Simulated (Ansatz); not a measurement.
Program: Ansatz 0.2.0.

A structure relaxed at PBE0-D4/def2-TZVP, charge 0, multiplicity 1:

```
atom   x (Å)   y (Å)   z (Å)
  C1   1.201  -0.694  -1.080
 Al2   0.007   0.568  -0.212
  C3  -1.192   0.165   1.262
 Cl4  -0.007   2.559  -0.919
  H5   1.787  -0.234  -1.878
  H6   1.896  -1.131  -0.355
  H7   0.637  -1.528  -1.510
  H8  -0.965   0.794   2.129
  H9  -1.135  -0.879   1.577
 H10  -2.230   0.381   0.987
```

(1) Give its formula and SMILES.

(2) Point group (tolerance 0.08 Å, 0.16 Å for H)?

(3) Summarise the bond lengths by kind.

Answers

(1) C2H6AlCl, `[CH3][Al]([CH3])[Cl]`.

(2) Cs.

(3) 2 × Al–C 1.942 Å; 6 × C–H 1.092 to 1.095 Å; 1 × Al–Cl 2.114 Å.
